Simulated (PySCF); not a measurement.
C4H9Br, SMILES CC(CBr)C, GFN2-xTB optimised geometry.

```
14

C      0.88     0.29    -1.26
C      0.32    -0.37     0.00
C      0.88     0.29     1.26
C     -1.20    -0.37     0.00
Br    -1.96     1.43     0.00
H      0.49    -0.20    -2.15
H      0.60     1.34    -1.29
H      1.96     0.23    -1.27
H      0.62    -1.43     0.00
H      0.49    -0.19     2.15
H      1.96     0.22     1.27
H      0.60     1.34     1.29
H     -1.60    -0.86     0.89
H     -1.60    -0.86    -0.89
```

Density from CAM-B3LYP/def2-TZVP run with PySCF at that geometry.

Minimum of the electron density along straight lines between bonded atoms, close to the bond critical point (lines longer than 1.1 times the sum of covalent radii, or with two minima, are not listed):

```tsv
bond	length / Å	ρ at the minimum / e bohr⁻³	∇²ρ there / e bohr⁻⁵	position (fraction from the first atom)
C1–C2	1.526	0.249	-0.63	0.50
C2–C3	1.526	0.249	-0.63	0.50
C2–C4	1.523	0.252	-0.64	0.48
C4–Br5	1.954	0.148	-0.15	0.44
C1–H6	1.088	0.279	-0.96	0.64
C1–H7	1.088	0.281	-0.97	0.64
C1–H8	1.087	0.280	-0.97	0.64
C2–H9	1.099	0.277	-0.95	0.64
C3–H10	1.088	0.280	-0.96	0.64
C3–H11	1.087	0.280	-0.97	0.64
C3–H12	1.088	0.281	-0.97	0.64
C4–H13	1.090	0.286	-1.02	0.65
C4–H14	1.090	0.286	-1.02	0.65
```
